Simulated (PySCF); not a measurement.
HgI (SMILES [I][Hg]), doublet, geometry from GFN2-xTB (such geometries of metal compounds can be far from the true shape) (the spin is typed, not shown lowest) (core potentials on Hg, I). Base run: R2SCAN/def2-SV(P) (PySCF).

PySCF was given this input:
```python
from pyscf import gto, scf, dft

mol = gto.M(
    atom='''
Hg   -0.000000   -0.000000   -1.184662
I     0.000000    0.000000    1.788169
''',
    basis='def2-sv(p)',
    ecp={'Hg': 'def2-sv(p)', 'I': 'def2-sv(p)'},
    charge=0,
    spin=1,
    verbose=4,
)

mf = dft.UKS(mol)
mf.xc = 'r2scan'
mf.kernel()
```

Variants of this job, named by their change:

```csv
change,ΔE vs base (mEh),SCF cycles,<S^2>,outcome
base,0.000,13,0.756,converged
diis_space = 2,0.000,38,0.756,converged
solver = newton; init_guess = 1e,0.000,-,0.756,converged
solver = newton,0.000,-,0.756,converged
level_shift = 0.1 (with mf.max_cycle = 100),0.000,14,0.756,converged
DIIS = ADIIS,0.000,18,0.756,converged
init_guess = mod_huckel,0.000,11,0.756,converged
conv_tol = 1e-4,0.001,8,0.756,converged
diis = off (with mf.max_cycle = 100),-,100,-,not converged
diis_space = 12,0.000,13,0.756,converged
level_shift = 0.3 (with mf.max_cycle = 100),0.000,23,0.756,converged
init_guess = huckel,0.000,11,0.756,converged
conv_tol = 1e-11,0.000,14,0.756,converged
```

Open shells are given as the SCF converged; they aren't shown to be the lowest states, and a large step between rows can be another state.
